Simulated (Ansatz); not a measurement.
CH$_{8}$B$_{2}$N$_{2}$ (`CBNBN`), relaxed with RKS PBE0-D4/def2-TZVP in Ansatz 0.2.0 from a PBE-D4/def2-SVP geometry. The force threshold is 0.005 eV/Å; the program also tests the step.

The species carries charge 0 and has multiplicity 1.

Start:

```xyz
13

C     1.809   -0.740    1.235
B     0.412   -0.320    0.638
N     0.260    0.241   -0.654
B    -0.951    0.684   -1.338
N    -2.223    0.579   -0.756
H     2.007   -0.175    2.172
H     2.673   -0.591    0.554
H     1.791   -1.808    1.543
H    -0.600   -0.475    1.313
H     1.120    0.365   -1.196
H    -0.852    1.162   -2.455
H    -2.378    0.189    0.175
H    -3.068    0.889   -1.231
```

| step | energy (eV) | largest force (eV/Å) | largest move (Å) |
| --- | --- | --- | --- |
| 1 | -5498.8264 | 0.613 | 0.000 |
| 2 | -5498.8702 | 0.147 | 0.027 |
| 3 | -5498.8738 | 0.014 | 0.011 |
| 4 | -5498.8739 | 0.011 | 0.004 |
| 5 | -5498.8739 | 0.007 | 0.003 |
| 6 | -5498.8739 | 0.002 | 0.006 |

End:

```xyz
13

C     1.792   -0.733    1.227
B     0.404   -0.316    0.634
N     0.262    0.241   -0.651
B    -0.940    0.673   -1.328
N    -2.203    0.578   -0.744
H     1.984   -0.189    2.159
H     2.639   -0.566    0.557
H     1.782   -1.792    1.508
H    -0.592   -0.471    1.292
H     1.113    0.362   -1.182
H    -0.848    1.130   -2.433
H    -2.358    0.206    0.178
H    -3.034    0.878   -1.218
```

Run time 10 s (4 threads of a server CPU on a shared host); peak host memory 0.47 GiB.
